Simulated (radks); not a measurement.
Results of a calculation; reference values are marked as such.
Q: Excited configurations of the europium ion Eu58+: one electron is placed in a higher orbital outside [He] 2s2. The ground configuration is [He] 2s2 2p1. Level of theory: scalar-relativistic Kohn-Sham, BLYP, spin-unpolarised, spherical densities, finite nucleus; Fermi nuclear charge, rms radius 5.1115 fm (a radial shooting solver on a logarithmic mesh with Libxc functionals). Excitation = E - E(ground); binding = E(ion) - E, where the ion is the core of charge +59; n* = 59/sqrt(2 binding) in atomic units. These energies are relativistic, and a one-electron ion of charge +59 with no core already has n* below n in this formula (scalar-relativistic equation, point nucleus: 3s 2.926, 3p 2.961, 3d 2.986, 4s 3.920, 4p 3.955, 4f 3.991, 5f 4.987, 7s 6.913, 7p 6.948). The quantum defect is therefore taken as that value minus n*, so that it holds no relativistic shift of the bare ion.

| outer orbital | excitation (eV) | binding (eV) | n* | quantum defect | eigenvalue (eV) | <r> (bohr) |
|---|---|---|---|---|---|---|
| 3s | 6834.3 | 5712.5 | 2.879 | 0.047 | -5663.8 | 0.2106 |
| 3p | 7044.3 | 5502.5 | 2.934 | 0.028 | -5450.8 | 0.2017 |
| 3d | 7197.6 | 5349.2 | 2.976 | 0.010 | -5286.2 | 0.1736 |
| 4s | 9387.1 | 3159.7 | 3.872 | 0.049 | -3134.8 | 0.3807 |
| 4p | 9473.9 | 3072.8 | 3.926 | 0.030 | -3047.3 | 0.3747 |
| 4f | 9574.2 | 2972.6 | 3.992 | -0.001 | -2939.1 | 0.3024 |
| 5f | 10641.1 | 1905.6 | 4.985 | 0.002 | -1888.3 | 0.5291 |
| 7p | 11562.0 | 984.81 | 6.935 | 0.013 | -979.08 | 1.204 |

Estimate the row for 7s.

A: excitation (eV) 11546.4; binding (eV) 1000.4; n* 6.881; quantum defect 0.032; eigenvalue (eV) -994.77; <r> (bohr) 1.204. The Delta-SCF ionisation energy is 12546.8 eV (NIST Atomic Spectra Database: 13050 eV, theoretical). Self-interaction in the functional shifts the binding energies and quantum defects, so they are the method's values and not measured ones. Spin polarisation and multiplet splitting are left out, so open shells lie too high by an amount that depends on their filling. Spin-orbit splitting is averaged out at the scalar-relativistic level.

Beside tabulated values, note that spin-unpolarised runs miss the spin-polarisation part of the exchange energy of open shells.
